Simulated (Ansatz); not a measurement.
Reaction (formal hydrolysis of the Si–C bond): `C[SiH]([SiH3])[SeH]` + H₂O → `O[SiH]([SiH3])[SeH]` + CH₄

Program: Ansatz. Geometries: PBE0-D4/def2-TZVP. ΔE: electronic, gas phase. CCSD(T)/CBS adds triple-zeta CCSD(T) − MP2 to the extrapolated MP2 energy (def2 sets, frozen cores). This one scheme is used for every species. DFT in def2-TZVPP. For Se outer-core shells are correlated without core-valence functions, which leaves a few kJ/mol of doubt a bond. Scalar relativity is left out up to krypton. One conformer a species, not always the lowest.

**Question.** Is it downhill or uphill in electronic energy at CCSD(T)/CBS, and by how much? (An estimate is asked.)

**Answer.** Ansatz gave: Downhill: ΔE = -91.4 kJ/mol.

**Question.** What do these levels give: PBE-D4, ωB97X-V, ωB97M-V, B2PLYP, PBE, r2SCAN, PBE0, CCSD/def2-TZVPP, CCSD(T)/def2-TZVPP, HF/def2-QZVPP, SCS-MP2/def2-QZVPP, MP2/CBS(def2)? (An estimate is asked.)

**Answer.** Ansatz gave: PBE-D4 -89.7, ωB97X-V -95.5, ωB97M-V -95.6, B2PLYP -101.3, PBE -92.5, r2SCAN -99.5, PBE0 -91.3, CCSD/def2-TZVPP -94.2, CCSD(T)/def2-TZVPP -93.1, HF/def2-QZVPP -108.3, SCS-MP2/def2-QZVPP -96.1, MP2/CBS(def2) -91.8 kJ/mol.

Largest T1 diagnostic among the species: 0.011.

In def2-TZVPP, CCSD(T) changes the Hartree–Fock value by +14.8 kJ/mol (the triples alone add +1.1 kJ/mol) and MP2 by +14.4 kJ/mol. The D4 term adds +4.5 kJ/mol with B3LYP and +2.6 kJ/mol with PBE0; it sums over pairs of atoms, weighted by their polarisabilities, and B3LYP, whose exchange is more repulsive, gets the larger term.

B3LYP here is the variant with VWN-RPA as its local correlation; programs differ in this.
